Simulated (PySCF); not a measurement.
W: excitation energy

W [Xe] 4f14 5d4 6s2 (5D) → W [Xe] 4f14 5d4 6s1 6p1 (high-spin determinant), as a difference of total energies. All numbers are calculated (PySCF 2.14, scalar relativity by spin-free X2C-1e, in ANO-RCC-VTZP (8s7p5d3f2g1h, 104 functions)). Correlated levels: valence: [Xe] 4f14 frozen. The calculations carry no spin-orbit coupling.

| method | excitation energy (eV) |
| --- | --- |
| UHF | 1.217 |
| LDA | 3.029 |
| PBE | 2.744 |
| PBE0 | 2.487 |
| r2SCAN | 2.323 |
| MP2 (valence) | 2.207 |
| SCS-MP2 (valence) | 2.533 |

**Question.** How much does correlation contribute at MP2 (valence)?

**Answer.** 2.207 − (1.217) = 0.990 eV, measured against UHF.

A first-order spin-orbit estimate (lowest level to lowest level, LS coupling) adds -0.246 eV.

The basis was made for the ground configuration and has no added diffuse functions, so the excitation energy can come out too high.

The determinant of the upper state mixes LS terms, which raises its energy above the lowest term, most at the Hartree-Fock and MP2 levels.
